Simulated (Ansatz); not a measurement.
```yaml
crystal:
  periodic: [false, false, false]
  atoms:
    - {symbol: In, position_ang: [-0.363372, 0.588351, -1.282261]}
    - {symbol: O, position_ang: [-0.321373, 0.546398, 0.736852]}
    - {symbol: C, position_ang: [0.302219, -0.485807, 1.286516]}
    - {symbol: H, position_ang: [-0.119069, -1.430754, 1.023404]}
    - {symbol: H, position_ang: [0.263270, -0.429414, 2.348422]}
    - {symbol: H, position_ang: [1.336614, -0.547659, 1.029738]}
    - {symbol: H, position_ang: [1.273425, 0.601305, -1.760672]}
    - {symbol: H, position_ang: [-1.213294, 2.007448, -1.644252]}
    - {symbol: H, position_ang: [-1.158420, -0.849867, -1.737728]}
basis:
  gaussian: {orbitals: STO-3G}
total_charge: -1
hamiltonian: {xc: {name: B2PLYP}}
scf: {lower_state_search: off}
output: {forces: true}
```

```sh
$ ansatz run in.yaml --threads 4 --pin off --events-out ev --progress --plain --max-ram 3916MiB
```

Shortened log:

```
Functional definition: B2PLYP
597 factors; integrals over basis functions are off by at most 7.1e-5 eV
mean field evaluation 1: about -157809.9890 eV, gradient 2.0e1 eV
mean field evaluation 2: about -157809.9991 eV, gradient 2.0e1 eV
mean field evaluation 4: about -157811.4352 eV, gradient 1.0e0 eV
mean field evaluation 8: about -157811.4366 eV, gradient 6.1e-3 eV
mean field -157811.43661926 eV, -5799.4633273240 hartree, gradient 2.2e-6 eV, S^2 0.000000; 0 other end points of the search recorded, 0 dependent functions left out
20 core orbitals not correlated: weight in the atoms' cores, before any rotation towards them, 1.000 or more for the frozen orbitals, at most 0.000 for the correlated occupied ones
reference -157811.43673460 eV, -5799.4633315627 hartree; 15, 15 occupied and 8, 8 virtual orbitals, 597 factors
second order -4.17891701 eV of doubles, -0.00000000 eV of singles
mean field evaluation 16: about -157811.4366 eV, gradient 2.2e-6 eV
Total energy: -157812.56504219 eV, -5799.5047961020 hartree
Atom 0 at    -0.363372     0.588351    -1.282261 Å, force     0.003566    -0.014844    -0.944297 eV/Å
Atom 1 at    -0.321373     0.546398     0.736852 Å, force    -2.762073     4.569880    -2.121679 eV/Å
Atom 2 at     0.302219    -0.485807     1.286516 Å, force     0.689190    -1.155625     0.019866 eV/Å
Atom 3 at    -0.119069    -1.430754     1.023404 Å, force    -0.623645    -2.609209    -0.269519 eV/Å
Atom 4 at     0.263270    -0.429414     2.348422 Å, force     0.073707    -0.134590     2.710200 eV/Å
Atom 5 at     1.336614    -0.547659     1.029738 Å, force     2.607551    -0.649296    -0.261298 eV/Å
Atom 6 at     1.273425     0.601305    -1.760672 Å, force    -1.205564     0.005088     0.298865 eV/Å
Atom 7 at    -1.213294     2.007448    -1.644252 Å, force     0.644808    -1.076880     0.286057 eV/Å
Atom 8 at    -1.158420    -0.849867    -1.737728 Å, force     0.572461     1.065475     0.281805 eV/Å
Dipole moment:     0.055209    -0.092297    -0.021606 e Å
Checks for a lower state left out: starts, cluster_reference, orbital_swaps, neighbouring_geometries, increment
```

Hardware: 4 threads of Arm Neoverse V1 on a shared host. Wall time 1.4 s.

Correlated methods freeze 20 core orbitals; core or outer-core shells of In are correlated, in sets that lack core-valence functions. The highest occupied level of an anion often lies above zero with these methods, and sets without diffuse functions describe the outer electron poorly.

The dipole of an ion depends on the origin.
